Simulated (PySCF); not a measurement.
C2H6Mg. Atoms are numbered in the order given.

```xyz
9

Mg    -0.0934    -1.4424     0.0000
H     -0.6925    -3.0455     0.0000
C      0.6388     0.5358     0.0000
C     -0.4181     1.6575     0.0000
H      1.2982     0.6645    -0.8699
H      1.2982     0.6645     0.8699
H     -1.0690     1.6038     0.8790
H     -1.0690     1.6038    -0.8790
H      0.0312     2.6584     0.0000
```
Charge 0, spin multiplicity 1.

Coordinates come from a TPSSh-D3(BJ)/def2-TZVP optimisation.

Computed with PySCF with TPSSh-D3(BJ)/def2-TZVP.

Frequencies are harmonic and unscaled.

Computed harmonic wavenumbers and intensities:
| mode | ν (cm⁻¹) | IR (km/mol) | moving atoms (share of kinetic energy) |
|---|---|---|---|
| 1 | 148 | 11.1 | C 44 %, H 43 %, Mg 13 % |
| 2 | 189 | 13.8 | H 93 % |
| 3 | 304 | 168.6 | H 89 %, Mg 10 % |
| 4 | 337 | 243.1 | H 70 %, Mg 21 %, C 9 % |
| 5 | 501 | 26.8 | C 47 %, Mg 36 %, H 17 % |
| 6 | 541 | 113.5 | H 78 %, C 18 % |
| 7 | 906 | 11.9 | H 94 % |
| 8 | 943 | 13.5 | H 91 %, C 9 % |
| 9 | 983 | 14.7 | C 86 %, H 14 % |
| 10 | 1184 | 11.4 | H 68 %, C 32 % |
| 11 | 1258 | 4.6 | H 76 %, C 24 % |
| 12 | 1412 | 9.9 | H 84 %, C 16 % |
| 13 | 1456 | 0.7 | H 92 % |
| 14 | 1506 | 1.8 | H 96 % |
| 15 | 1520 | 5.2 | H 97 % |
| 16 | 1602 | 307.7 | H 96 % |
| 17 | 2975 | 38.5 | H 95 % |
| 18 | 2991 | 75.0 | H 97 % |
| 19 | 3004 | 17.9 | H 91 %, C 9 % |
| 20 | 3036 | 50.2 | H 91 %, C 9 % |
| 21 | 3056 | 60.6 | H 91 %, C 9 % |
